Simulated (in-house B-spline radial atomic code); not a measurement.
Successive ionisation energies of erbium; each step leads to the configuration of the next row (after the last: [He] 2s2 2p1). Dirac energy differences include first-order Breit, QED and recoil terms. NIST's values go from ground level to ground level; the uncertainty of those that are theory runs from under 0.1 % in few-electron ions to several per cent in heavy many-electron ones. Computed with a B-spline radial code for spherical atoms: Dirac-Hartree-Fock, average of the configuration, finite nuclei.

| ion | configuration | ionisation energy (eV) | tabulated value (eV) | tabulated kind | computed minus tabulated (eV) | highest orbital | largest mean radius (bohr) |
| --- | --- | --- | --- | --- | --- | --- | --- |
| Er44+ | [Ar] 3d6 | 3642.5 | 3624 | tabulated theory | 19 | 3d5/2 | 0.2165 |
| Er45+ | [Ar] 3d5 | 3763.4 | 3742 | tabulated theory | 21 | 3d5/2 | 0.21513 |
| Er46+ | [Ar] 3d4 | 3885.9 | 3916 | tabulated theory | -30 | 3d5/2 | 0.21376 |
| Er47+ | [Ar] 3d3 | ? | ? | tabulated theory | ? | ? | ? |
| Er48+ | [Ar] 3d2 | 4135.6 | 4170 | tabulated theory | -34 | 3d5/2 | 0.21114 |
| Er49+ | [Ar] 3d1 | 4262.7 | 4294 | tabulated theory | -31 | 3d5/2 | 0.21004 |
| Er50+ | [Ne] 3s2 3p6 | 4716.6 | 4639 | tabulated theory | 78 | 3p3/2 | 0.20895 |
| Er51+ | [Ne] 3s2 3p5 | 4829.7 | 4748 | tabulated theory | 82 | 3p3/2 | 0.20808 |
| Er52+ | [Ne] 3s2 3p4 | 4943.7 | 4866 | tabulated theory | 78 | 3p3/2 | 0.20722 |
| Er53+ | [Ne] 3s2 3p3 | 5058.7 | 4978 | tabulated theory | 81 | 3p3/2 | 0.20637 |
| Er54+ | [Ne] 3s2 3p2 | 5174.5 | 5329 | tabulated theory | -154 | 3p3/2 | 0.20553 |
| Er55+ | [Ne] 3s2 3p1 | 5291.4 | 5455 | tabulated theory | -164 | 3p3/2 | 0.20469 |
| Er56+ | [Ne] 3s2 | 5695.0 | 5695 | tabulated theory | 0 | 3s1/2 | 0.20386 |
| Er57+ | [Ne] 3s1 | 5814.9 | 5815 | tabulated theory | 0 | 3s1/2 | 0.20291 |
| Er58+ | [He] 2s2 2p6 | 13232.0 | 12918 | tabulated theory | 314 | 2p3/2 | 0.08432 |
| Er59+ | [He] 2s2 2p5 | 13547.8 | 13217 | tabulated theory | 331 | 2p3/2 | 0.083922 |
| Er60+ | [He] 2s2 2p4 | ? | ? | tabulated theory | ? | ? | ? |
| Er61+ | [He] 2s2 2p3 | ? | ? | tabulated theory | ? | ? | ? |
| Er62+ | [He] 2s2 2p2 | 14514.9 | 15146 | tabulated theory | -631 | 2p3/2 | 0.082741 |

Q: Fill in the row of Er47+.

A: ionisation energy (eV): 4010.0; tabulated value (eV): 4038; computed minus tabulated (eV): -28; highest orbital: 3d5/2; largest mean radius (bohr): 0.21241.

Q: Fill in the row of Er60+.

A: ionisation energy (eV): 13866.9; tabulated value (eV): 13548; computed minus tabulated (eV): 319; highest orbital: 2p3/2; largest mean radius (bohr): 0.083525.

Q: Fill in the row of Er61+.

A: ionisation energy (eV): 14189.3; tabulated value (eV): 13855; computed minus tabulated (eV): 334; highest orbital: 2p3/2; largest mean radius (bohr): 0.083132.

Q: Where is the largest jump?

A: From Er57+ to Er58+, by a factor of 2.28 (5814.9 to 13232 eV); the highest orbital goes from 3s1/2 to 2p3/2.

Where a p, d or f electron is removed, the computed value is a mean over both j, so it misses the tabulated one by a part of the spin-orbit splitting; averaging over terms and missing correlation add to the gap, relatively most at low charge.
